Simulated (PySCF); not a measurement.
C₃H₈Ge₂.
Structure used (PBE0-D3(BJ)/def2-SVP), in Å, numbered top down from 1:
```
atom  x, y, z in Å
Ge1   -2.1153   -0.1373    0.2494
Ge2   -0.1188   -0.5274   -1.0658
C3     1.3914    0.1922   -0.1307
C4     2.3276    1.0890    0.0122
C5     2.2785    0.0698    1.0939
H6    -2.3634    1.3752    0.3955
H7    -3.3391   -0.7750   -0.4351
H8    -1.9620   -0.7504    1.6531
H9     0.1005   -2.0401   -1.2577
H10   -0.2344    0.1484   -2.4451
H11    2.8243    1.9806   -0.3634
H12    3.0334   -0.7313    1.1343
H13    1.8782    0.3364    2.0852
```

Computed, not measured: PBE0-D3(BJ)/def2-SVP geometry optimisation, gas phase (PySCF 2.14.0).

Masses are those of the commonest isotopes; rigid-rotor values at the optimised geometry. The values belong to one conformer with, in the numbering `[GeH3:1][GeH2:2][C:3]1=[CH:4][CH2:5]1`, Ge1–Ge2–C3–C4 -108°.

**Question.** What are A, B and C (cm⁻¹)?

**Answer.** Ia = 144.08, Ib = 508.07, Ic = 606.34 u·Å²; 505379 MHz·u·Å²/I gives 3508, 994.7 and 833.5 MHz, that is A = 0.11700, B = 0.03318, C = 0.02780 cm⁻¹.

**Question.** Classify the top.

**Answer.** An asymmetric top. Ray's parameter κ = (2B − A − C)/(A − C) = -0.879; −1 is the prolate and +1 the oblate limit.

**Question.** Is it planar, by Δ = Ic − Ia − Ib?

**Answer.** Not planar: Δ = Ic − Ia − Ib = -45.80 u·Å². For a rigid frame Δ = −2 Σ m c², so Σ m c² = 22.90 u·Å² lies off the ab plane: 11.64 from hydrogen and 11.26 from heavier atoms. The atom farthest from that plane is 1.63 Å away.

**Question.** Give the other two planar moments, Paa and Pbb, and the rms extents of the mass along the axes.

**Answer.** Paa = Σ m a² = (Ib + Ic − Ia)/2 = 485.17 and Pbb = Σ m b² = (Ia + Ic − Ib)/2 = 121.18 u·Å². With the mass M = 191.90 u, the rms extents √(P/M) along a, b and c are 1.59, 0.79, 0.35 Å.

**Question.** List the rotational levels J(Ka,Kc) to J = 5 (MHz).

**Answer.** Above 0(0,0):
J = 1: 1(0,1) 1828, 1(1,1) 4341, 1(1,0) 4502
J = 2: 2(0,2) 5477, 2(1,2) 7836, 2(1,1) 8320, 2(2,1) 15859, 2(2,0) 15867
J = 3: 3(0,3) 10932, 3(1,3) 13075, 3(1,2) 14042, 3(2,2) 21344, 3(2,1) 21381, 3(3,1) 34316, 3(3,0) 34317
J = 4: 4(0,4) 18170, 4(1,4) 20050, 4(1,3) 21661, 4(2,3) 28651, 4(2,2) 28762, 4(3,2) 41644, 4(3,1) 41645, 4(4,1) 59786, 4(4,0) 59786
J = 5: 5(0,5) 27166, 5(1,5) 28758, 5(1,4) 31170, 5(2,4) 37775, 5(2,3) 38032, 5(3,3) 50808, 5(3,2) 50814, 5(4,2) 68943, 5(4,1) 68943, 5(5,1) 92271, 5(5,0) 92271
Those of J = 1 are B + C, A + C and A + B.

**Question.** Which types of transition are allowed, and where do some lines up to J = 2 fall?

**Answer.** The dipole components are |μa| = 0.09 D, |μb| = 0.13 D, |μc| = 0.42 D. The squared components, which scale the intensities, stand as 0.04 : 0.10 : 1.00 (a : b : c). Some lines, for components of 0.1 D or more:

| type | branch | J(Ka,Kc) | MHz | lower level (cm⁻¹) |
| --- | --- | --- | --- | --- |
| b | R | 2(0,2) ← 1(1,1) | 1136 | 0.145 |
| c | Q | 2(1,2) ← 2(0,2) | 2359 | 0.183 |
| c | Q | 1(1,1) ← 1(0,1) | 2513 | 0.061 |
| b | Q | 1(1,0) ← 1(0,1) | 2674 | 0.061 |
| b | Q | 2(1,1) ← 2(0,2) | 2843 | 0.183 |
| b | R | 1(1,1) ← 0(0,0) | 4341 | 0.000 |
| c | R | 1(1,0) ← 0(0,0) | 4502 | 0.000 |
| b | R | 2(1,2) ← 1(0,1) | 6008 | 0.061 |
| c | R | 2(1,1) ← 1(0,1) | 6492 | 0.061 |
| c | Q | 2(2,1) ← 2(1,1) | 7539 | 0.278 |
| b | Q | 2(2,0) ← 2(1,1) | 7547 | 0.278 |
| b | Q | 2(2,1) ← 2(1,2) | 8023 | 0.261 |
| b | R | 2(2,1) ← 1(1,0) | 11357 | 0.150 |
| c | R | 2(2,0) ← 1(1,0) | 11364 | 0.150 |
| c | R | 2(2,1) ← 1(1,1) | 11518 | 0.145 |
| b | R | 2(2,0) ← 1(1,1) | 11525 | 0.145 |

No PBE0-D3(BJ)/def2-SVP frequencies stand behind this structure, so it isn't proved a minimum. No vibrational averaging or centrifugal distortion is included, and the geometry carries the error of its method. A rigid rotor knows nothing of internal rotation, which can split or shift real lines.
